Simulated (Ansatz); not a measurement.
## Nudged elastic band run: CuSi₁₆, charge +1

The input (input.yaml):

```yaml
crystal:
  lattice:
    - [0.0, 5.43, 5.43]
    - [5.43, 0.0, 5.43]
    - [5.43, 5.43, 0.0]
  atoms:
    - { symbol: Si, position: [0.01076934, 0.01074734, 0.00182488] }
    - { symbol: Si, position: [0.11848375, 0.11841524, 0.15758489] }
    - { symbol: Si, position: [-0.01080201, -0.01093116, 0.52924257] }
    - { symbol: Si, position: [0.1286172, 0.12841264, 0.62749435] }
    - { symbol: Si, position: [0.00613156, 0.48635225, -0.00295356] }
    - { symbol: Si, position: [0.13626083, 0.62686125, 0.11582049] }
    - { symbol: Si, position: [0.00533928, 0.50092774, 0.48789685] }
    - { symbol: Si, position: [0.13006587, 0.61517814, 0.62309555] }
    - { symbol: Si, position: [0.48642579, 0.00601614, -0.00279565] }
    - { symbol: Si, position: [0.6269972, 0.13616176, 0.11587378] }
    - { symbol: Si, position: [0.50109767, 0.00510418, 0.48795013] }
    - { symbol: Si, position: [0.6152823, 0.12982981, 0.62320242] }
    - { symbol: Si, position: [0.50759194, 0.50753227, -0.02870378] }
    - { symbol: Si, position: [0.62336856, 0.62316767, 0.11387165] }
    - { symbol: Si, position: [0.50267471, 0.50246075, 0.48642084] }
    - { symbol: Si, position: [0.63278732, 0.63254093, 0.60016969] }
    - { symbol: Cu, position: [0.85175889, 0.85161824, 0.95338289] }
total_charge: 1
basis:
  ecutwfc: 420.0
kpoints:
  mp_grid: { grid: [2, 2, 2] }
hamiltonian:
  xc: pbe
  pseudopotentials: { kind: paw, azcp: { folder: soft_1 } }
scf:
  occupations: { method: gaussian, width: 0.05 }
  lower_state_search: "off"
neb:
  images: 7
  f_tol: 0.05
  initial_path: linear
  max_iterations: 36
  optimiser: fire
  final_atoms:
    - { symbol: Si, position: [-0.01542701, 0.00561258, 0.00497865] }
    - { symbol: Si, position: [0.11014597, 0.12823585, 0.12865264] }
    - { symbol: Si, position: [0.00796063, -0.00956425, 0.50089704] }
    - { symbol: Si, position: [0.11010072, 0.12836015, 0.63312889] }
    - { symbol: Si, position: [0.00772236, 0.50047423, -0.0081781] }
    - { symbol: Si, position: [0.11022554, 0.63381641, 0.12820515] }
    - { symbol: Si, position: [0.0076876, 0.50062375, 0.50042897] }
    - { symbol: Si, position: [0.1649393, 0.6111544, 0.6121963] }
    - { symbol: Si, position: [0.48467252, 0.00620398, 0.00696428] }
    - { symbol: Si, position: [0.61090198, 0.13006572, 0.12977163] }
    - { symbol: Si, position: [0.48468179, 0.00632305, 0.50262807] }
    - { symbol: Si, position: [0.61932718, 0.11825462, 0.63145782] }
    - { symbol: Si, position: [0.48474182, 0.50298749, 0.00655754] }
    - { symbol: Si, position: [0.61866924, 0.63069619, 0.1205843] }
    - { symbol: Si, position: [0.53669165, 0.4866648, 0.48878213] }
    - { symbol: Si, position: [0.61861454, 0.63088427, 0.63086706] }
    - { symbol: Cu, position: [0.79403041, 0.73317227, 0.73703389] }
  order_check: true
```

Run as:

```bash
$ ansatz run input.yaml --threads 1 --pin off --max-ram 3072MiB --backend cpu --events-out ev --progress --plain --runs-dir out
```

Output, in part (warnings, iteration lines):

```
NEB end point (image 0): max|allowed force component| = 5.828e-3 eV/Å (the criterion of neb.relax_end_points is 1.000e-2)
NEB end point (image 8): max|allowed force component| = 2.627e-2 eV/Å (the criterion of neb.relax_end_points is 1.000e-2)
NEB iter   1: max|band force component| = 2.739e0 eV/Å  barrier→ = 0.8343 eV  barrier← = 0.8293 eV  Δτ_max = 0.0444 Å  (83 SCF iters)
NEB iter   2: max|band force component| = 1.432e0 eV/Å  barrier→ = 0.5149 eV  barrier← = 0.5099 eV  Δτ_max = 0.0669 Å  (51 SCF iters)
NEB iter   3: max|band force component| = 6.489e-1 eV/Å  barrier→ = 0.3228 eV  barrier← = 0.3179 eV  Δτ_max = 0.0672 Å  (54 SCF iters)
NEB iter   4: max|band force component| = 1.135e0 eV/Å  barrier→ = 0.3328 eV  barrier← = 0.3278 eV  Δτ_max = 0.0047 Å  (51 SCF iters)
NEB iter   5: max|band force component| = 1.043e0 eV/Å  barrier→ = 0.3147 eV  barrier← = 0.3097 eV  Δτ_max = 0.0089 Å  (39 SCF iters)
NEB iter   6: max|band force component| = 8.679e-1 eV/Å  barrier→ = 0.2841 eV  barrier← = 0.2792 eV  Δτ_max = 0.0122 Å  (42 SCF iters)
NEB iter   7: max|band force component| = 6.294e-1 eV/Å  barrier→ = 0.2503 eV  barrier← = 0.2454 eV  Δτ_max = 0.0144 Å  (42 SCF iters)
NEB iter   8: max|band force component| = 3.668e-1 eV/Å  barrier→ = 0.2229 eV  barrier← = 0.2180 eV  CI = image 4  Δτ_max = 0.0150 Å  (42 SCF iters)
[... lines left out ...]
NEB iter  36: max|band force component| = 6.614e-2 eV/Å  barrier→ = 0.0463 eV  barrier← = 0.0413 eV  CI = image 4  Δτ_max = 0.0025 Å  (40 SCF iters)
Error: NEB band did not converge after 36 iterations: max|band force component| = 6.61e-2 eV/Å (threshold 5.0e-2); raise `neb.max_iterations` in a new run, which can start from the last band evaluated (`neb.initial_path`, with `crystal.atoms` and `neb.final_atoms` set to its first and last images), …
```

It did not converge within its limit. The band didn't meet its force threshold, so its energies are provisional: the largest band force was still 0.07 eV/Å, and over the last iterations the top stayed at 0.05 eV. Limits of this set-up: coarse k mesh, charged cell in a uniform background, uncorrected.

Final band (atoms are numbered from 1 in the order of the input):

```csv
image,path coordinate (Å),energy (eV),Si1–Cu17 (Å),Si6–Cu17 (Å),Si10–Cu17 (Å)
0,0.00,0.000,2.35,2.47,2.47
1,0.43,0.016,2.39,2.66,2.61
2,0.87,0.013,2.51,2.91,2.84
3,1.32,0.005,2.78,3.16,3.14
4,1.78,0.046,3.24,3.47,3.47
5,2.12,0.028,3.60,3.73,3.73
6,2.47,0.001,3.98,3.97,4.00
7,2.82,0.007,4.32,4.17,4.29
8,3.18,0.005,4.57,4.32,4.56
```

The run took 27 min on 1 thread of Arm Neoverse V2 (shared host), peak memory 0.96 GiB.
